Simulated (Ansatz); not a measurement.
Job for Ansatz (a quantum-chemistry and plane-wave program): R-CCSD(T)/aug-cc-pVDZ on CH5BrO (a complex), monomers drawn apart or pushed together. The run froze 16 orbitals, filled d shells among them.

Ansatz 0.2 input:
```yaml
crystal:
  periodic: [false, false, false]
  atoms:
    - {symbol: C, position_ang: [-0.15652583, 0.48939486, 0.21188033]}
    - {symbol: O, position_ang: [-0.17822663, -0.76300003, 0.90543363]}
    - {symbol: H, position_ang: [-0.03892973, 0.33832945, -0.86339618]}
    - {symbol: H, position_ang: [0.70400718, 1.03688556, 0.58944981]}
    - {symbol: H, position_ang: [-1.06008183, 1.07226993, 0.40661723]}
    - {symbol: H, position_ang: [-0.93561465, -1.27924997, 0.60774502]}
    - {symbol: Br, position_ang: [-0.52395005, -0.02001390, 3.84871393]}
    - {symbol: H, position_ang: [-0.31721176, -0.44219693, 2.46814048]}
basis:
  gaussian:
    orbitals: aug-cc-pVDZ
magnetization: {spin_polarized: false}
correlation: {method: ccsd_t, electrons: outside_noble_gas}
scf: {lower_state_search: off}
```

It printed:

```
WARN ansatz: RAYON_NUM_THREADS=1 ignored (pool sized by the plan → 1); use --threads N
Functional definition: HF
these checks for a lower state are left out or cut short: stability, starts, cluster_reference, orbital_swaps, neighbouring_geometries, increment
integrals: 0.27 GiB planned
1267 factors; integrals over basis functions are off by at most 9.7e-4 eV
mean field: 0.45 GiB planned
mean field evaluation 1: about -73143.2948 eV, gradient 2.8e1 eV
mean field evaluation 2: about -73143.3447 eV, gradient 2.8e1 eV
mean field evaluation 4: about -73145.1442 eV, gradient 3.3e0 eV
mean field evaluation 8: about -73145.1761 eV, gradient 1.9e-1 eV
mean field -73145.17630006 eV, -2688.0356494459 hartree, gradient 3.5e-6 eV, S^2 0.000000; 0 other end points of the search recorded, 0 dependent functions left out
16 core orbitals not correlated
reference -73145.17630006 eV, -2688.0356494459 hartree; 11, 11 occupied and 100, 100 virtual orbitals, 1267 factors
second order -13.70426300 eV of doubles, -0.00000000 eV of singles
coupled cluster: 0.61 GiB planned
cycle   1  -14.28136740 eV  change   -5.8e-1 eV  update   7.9e-2
cycle   2  -14.61107876 eV  change   -3.3e-1 eV  update   2.2e-2
cycle   3  -14.68504441 eV  change   -7.4e-2 eV  update   1.1e-2
cycle   4  -14.68329078 eV  change    1.8e-3 eV  update   2.1e-3
cycle   5  -14.68300770 eV  change    2.8e-4 eV  update   7.7e-4
cycle   6  -14.68318551 eV  change   -1.8e-4 eV  update   2.3e-4
cycle   7  -14.68313903 eV  change    4.6e-5 eV  update   8.4e-5
cycle   8  -14.68312389 eV  change    1.5e-5 eV  update   2.8e-5
cycle   9  -14.68312676 eV  change   -2.9e-6 eV  update   9.7e-6
perturbative correction -0.41207874 eV, -0.0151436144 hartree
Total energy: -73160.27150555 eV, -2688.5903880160 hartree
Checks for a lower state left out: stability, starts, cluster_reference, orbital_swaps, neighbouring_geometries, increment
```

The run converged.

Cost: roughly 16 core-seconds.
